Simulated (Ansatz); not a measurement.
Reaction (ligand exchange at a B–C bond): `CBS` + `N[SiH](O)F` → `O[SiH](F)NBS` + CH₄

Program: Ansatz. Geometries: PBE0-D4/def2-TZVP. ΔE: electronic, gas phase. CCSD(T)/CBS adds triple-zeta CCSD(T) − MP2 to the extrapolated MP2 energy (def2 sets, frozen cores). This one scheme is used for every species. One conformer a species, not always the lowest.

```tsv
species	CCSD(T)/CBS(def2) energy (Eh)
`CBS`	-463.66090
`N[SiH](O)F`	-521.31725
`O[SiH](F)NBS`	-944.55644
CH₄	-40.46206
```

**Question.** Work out ΔE.

**Answer.** ΔE = (-944.55644) + (-40.46206) − (-463.66090) − (-521.31725) = -0.04035 Eh = -105.9 kJ/mol.

Largest T1 diagnostic among the species: 0.013.

Leaving LDA and LC-ωPBE aside and taking each functional with its dispersion term where it has one, the values, not all of them listed here, spread over 6.3 kJ/mol, from BHLYP-D4 to PBE-D4. At CCSD(T), def2-SVP lies −16.4 kJ/mol from the extrapolated value and def2-TZVPP −2.4 kJ/mol.
